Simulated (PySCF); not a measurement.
# The In–F bond energy of InF₃

Method: PBE0/[In def2-TZVP with ECP28, F def2-TZVP], scalar-relativistic core potentials, density fitting, no spin–orbit coupling, PySCF.

Each entry is the lowest minimum that a search over a few typed start shapes (and spin states, where more than one is plausible) found, or that minimum re-optimised at the stated level; isomers with ligand–ligand bonds, or fragments after loss of a ligand pair, can lie lower.

Total energies (Eh), which compare only within these settings: F atom -99.67618.

```
species  2S+1  group      E (Eh)  ZPE (kJ/mol)
   InF₂     2    C2v  -389.75914           7.5
   InF₃     1    D3h  -489.59070          13.6
```

Task: What are De and D0 for InF₃ → InF₂ + F?

Result: De = [(-389.75914) + (-99.67618) − (-489.59070)] × 2625.5 = 408 kJ/mol. The zero-point energy changes by -6.1 kJ/mol, so D0 = 402 kJ/mol.

Atoms and open shells are unrestricted, without spin–orbit or basis-set superposition corrections.

Spin–orbit coupling can matter for elements this heavy.
